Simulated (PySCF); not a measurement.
GeF2Cl2, SMILES [F][Ge]([F])([Cl])[Cl].

Geometry: B3LYP-D3(BJ)/def2-SVP.

Calculation: TDA-PBE/def2-SVPD in PySCF 2.14.0.

Vertical excitations.  State labels are in the subgroup C2v.

Task: Give excitation energies, oscillator strengths and character. (Estimate from the structure and the level; the computed values follow.)

Result: 
| state | symmetry | energy (eV) | λ (nm) | f | main pairs |
|---|---|---|---|---|---|
| S1 | B1 | 5.48 | 226 | 0.011 | HOMO→LUMO 99 % |
| S2 | A2 | 5.58 | 222 | 0.000 | HOMO−1→LUMO 100 % |
| S3 | B2 | 5.85 | 212 | 0.013 | HOMO−2→LUMO 99 % |
| S4 | A1 | 6.03 | 206 | 0.017 | HOMO−3→LUMO 98 % |
| S5 | B2 | 7.04 | 176 | 0.014 | HOMO−5→LUMO 98 % |
| S6 | B1 | 7.13 | 174 | 0.133 | HOMO−4→LUMO 86 % |
| S7 | A2 | 7.18 | 173 | 0.000 | HOMO−6→LUMO 100 % |
| S8 | A1 | 7.42 | 167 | 0.037 | HOMO−7→LUMO 92 % |
| S9 | A2 | 8.12 | 153 | 0.000 | HOMO→LUMO+1 99 % |
| S10 | B1 | 8.33 | 149 | 0.001 | HOMO−1→LUMO+1 50 %, HOMO→LUMO+2 49 % |
| T1 | B1 | 5.06 | 245 | 0 | HOMO→LUMO 100 % |
| T2 | A2 | 5.20 | 238 | 0 | HOMO−1→LUMO 100 % |
| T3 | B2 | 5.42 | 229 | 0 | HOMO−2→LUMO 100 % |
| T4 | A1 | 5.58 | 222 | 0 | HOMO−3→LUMO 100 % |
Triplets are in the Tamm–Dancoff approximation.
